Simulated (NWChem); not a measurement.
System meant: C2H5BO3; SMILES B(C)(O)C(O)=O

The following NWChem deck was run.

```
start job
memory heap 200 mb stack 900 mb global 1100 mb
geometry units angstroms noautoz
  C     -1.203085     1.699602    -0.001480
  B      0.069107     0.799617    -0.002113
  O      1.320126     1.285331    -0.004633
  C      0.058193    -0.825047     0.000142
  O      1.102831    -1.442660     0.005289
  O     -1.127357    -1.435065    -0.004342
  H     -0.968130     2.772957    -0.006503
  H     -1.833610     1.464857    -0.875981
  H     -1.828822     1.471815     0.878275
  H      1.939712     0.533693    -0.003413
  H     -0.957868    -2.392682    -0.002506
end
basis spherical
  C library def2-svp
  B library def2-svp
  O library def2-svp
  H library def2-svp
end
dft
  odft
  mult 2
  xc pbe0
  iterations 150
  mulliken
end
task dft energy
```

End of the output:

```
 ==============================================================================
                                 internuclear angles
 ------------------------------------------------------------------------------
        center 1       |       center 2       |       center 3       |  degrees
 ------------------------------------------------------------------------------
    2 B                |   1 C                |   7 H                |   112.93
    2 B                |   1 C                |   8 H                |   110.08
    2 B                |   1 C                |   9 H                |   110.13
    7 H                |   1 C                |   8 H                |   109.05
    7 H                |   1 C                |   9 H                |   109.06
    8 H                |   1 C                |   9 H                |   105.30
    1 C                |   2 B                |   3 O                |   123.50
    1 C                |   2 B                |   4 C                |   124.89
    3 O                |   2 B                |   4 C                |   111.60
    2 B                |   3 O                |  10 H                |   108.28
    2 B                |   4 C                |   5 O                |   120.21
    2 B                |   4 C                |   6 O                |   117.61
    5 O                |   4 C                |   6 O                |   122.18
    4 C                |   6 O                |  11 H                |   107.19
 ------------------------------------------------------------------------------
                            number of included internuclear angles:         14
 ==============================================================================

 Summary of "ao basis" -> "" (spherical)
 ------------------------------------------------------------------------------
       Tag                 Description            Shells   Functions and Types
 ---------------- ------------------------------  ------  ---------------------
 C                          def2-svp                 6       14   3s2p1d
 B                          def2-svp                 6       14   3s2p1d
 O                          def2-svp                 6       14   3s2p1d
 H                          def2-svp                 3        5   2s1p

                                 NWChem DFT Module
                                 -----------------

 Summary of "ao basis" -> "ao basis" (spherical)
 ------------------------------------------------------------------------------
       Tag                 Description            Shells   Functions and Types
 ---------------- ------------------------------  ------  ---------------------
 C                          def2-svp                 6       14   3s2p1d
 B                          def2-svp                 6       14   3s2p1d
 O                          def2-svp                 6       14   3s2p1d
 H                          def2-svp                 3        5   2s1p

  number of electrons :                   46
  multiplicity        :                    2
 ------------------------------------------------------------------------
  no. of electrons and multiplicity not compatible                  46
 ------------------------------------------------------------------------
 ------------------------------------------------------------------------
  current input line :
    29: task dft energy
 ------------------------------------------------------------------------
 ------------------------------------------------------------------------
 There is an error in the input file
 ------------------------------------------------------------------------
 For more information see the NWChem manual at https://nwchemgit.github.io

0: no. of electrons and multiplicity not compatible:Received an Error in Communication
```

Find the fault in this run and fix the input.

The input was rejected before any calculation. Cause: the multiplicity doesn't fit the number of electrons (an even count wants an odd multiplicity, and the reverse). This input runs:
```
start job
memory heap 200 mb stack 900 mb global 1100 mb
geometry units angstroms noautoz
  C     -1.203085     1.699602    -0.001480
  B      0.069107     0.799617    -0.002113
  O      1.320126     1.285331    -0.004633
  C      0.058193    -0.825047     0.000142
  O      1.102831    -1.442660     0.005289
  O     -1.127357    -1.435065    -0.004342
  H     -0.968130     2.772957    -0.006503
  H     -1.833610     1.464857    -0.875981
  H     -1.828822     1.471815     0.878275
  H      1.939712     0.533693    -0.003413
  H     -0.957868    -2.392682    -0.002506
end
basis spherical
  * library def2-svp
end
dft
  xc pbe0
  iterations 150
  mulliken
end
task dft energy
```
It converges to -329.21678 Ha (PBE0/def2-SVP).
